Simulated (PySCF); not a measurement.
From one molecule to another.

First species: C4H5FOSi.
SMILES: `C1(C=C(F)[SiH2]C1)=O`

Second species: C₅H₉PSSi.
SMILES: `[SiH3][C@H]1C=C[P@H](=S)C=C1`

Levels: CAM-B3LYP/def2-SVPD for dipole moment, HOMO energy, LUMO energy, HOMO–LUMO gap, static isotropic polarisability and electronic spatial extent ⟨r²⟩ about the centre of nuclear charge; TDDFT CAM-B3LYP/def2-SVPD for lowest singlet excitation; TDA CAM-B3LYP/def2-SVPD for lowest triplet excitation (Tamm–Dancoff); GFN2-xTB for rotational constant A and rotational constant C. Geometries: GFN2-xTB. Each structure is a single optimised conformer of the isolated species, non-relativistic unless stated. Electronic properties by PySCF.

Values for the first species:

| Item | Value |
| --- | --- |
| Dipole moment | 3.04 D |
| HOMO energy | -9.01 eV |
| LUMO energy | -0.63 eV |
| HOMO–LUMO gap | 8.38 eV |
| Lowest singlet excitation | 4.06 eV |
| Lowest triplet excitation (Tamm–Dancoff) | 3.59 eV |
| Static isotropic polarisability | 73.6 au |
| Electronic spatial extent ⟨r²⟩ about the centre of nuclear charge | 893 bohr² |
| Rotational constant A | 3.426 GHz |
| Rotational constant C | 1.242 GHz |

(1) Estimate the same properties for the second species, and the change in each.

Results:

(1) 
```json
{"property": "dipole moment", "first": "3.04 D", "second": "6.38 D", "second less first": "+3.34 D"}
{"property": "HOMO energy", "first": "-9.01 eV", "second": "-7.61 eV", "second less first": "+1.40 eV"}
{"property": "LUMO energy", "first": "-0.63 eV", "second": "-0.01 eV", "second less first": "+0.62 eV"}
{"property": "HOMO–LUMO gap", "first": "8.38 eV", "second": "7.60 eV", "second less first": "-0.78 eV"}
{"property": "lowest singlet excitation", "first": "4.06 eV", "second": "4.90 eV", "second less first": "+0.84 eV"}
{"property": "lowest triplet excitation (Tamm–Dancoff)", "first": "3.59 eV", "second": "4.11 eV", "second less first": "+0.52 eV"}
{"property": "static isotropic polarisability", "first": "73.6 au", "second": "128.8 au", "second less first": "+55.2 au"}
{"property": "electronic spatial extent ⟨r²⟩ about the centre of nuclear charge", "first": "893 bohr²", "second": "1804 bohr²", "second less first": "+911 bohr²"}
{"property": "rotational constant A", "first": "3.426 GHz", "second": "2.969 GHz", "second less first": "-0.457 GHz"}
{"property": "rotational constant C", "first": "1.242 GHz", "second": "0.651 GHz", "second less first": "-0.591 GHz"}
```

On the first: The dipole matches unit charges of opposite sign 0.63 Å apart (1 e·Å = 4.8032 D). S1 lies 4.32 eV below the HOMO–LUMO gap; its leading configuration is HOMO→LUMO, weight 0.90.

On the second: No computed singlet falls in the visible range (750 to 380 nm, 1.65 to 3.26 eV); S1 lies 1.64 eV above its blue end. The principal polarisabilities are 100.2, 110.0 and 176.2 au; their mean is the isotropic value.
